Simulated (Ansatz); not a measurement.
`F/C=C(\F)C(F)(F)F`, charge 0, multiplicity 1.

Task: Give a relaxed structure at PBE0-D4/def2-TZVP (the Gaussian-basis code of Ansatz). (Estimate.)

Result: The calculation gave: 
```xyz
9

F     1.666    1.962    0.140
C     1.126    0.793   -0.158
C    -0.085    0.465    0.260
F    -0.833    1.273    0.997
C    -0.743   -0.844   -0.048
F     0.054   -1.617   -0.788
F    -1.042   -1.507    1.072
F    -1.884   -0.662   -0.716
H     1.741    0.138   -0.758
```
Point group Cs.
This is one stationary point; other conformers may exist.
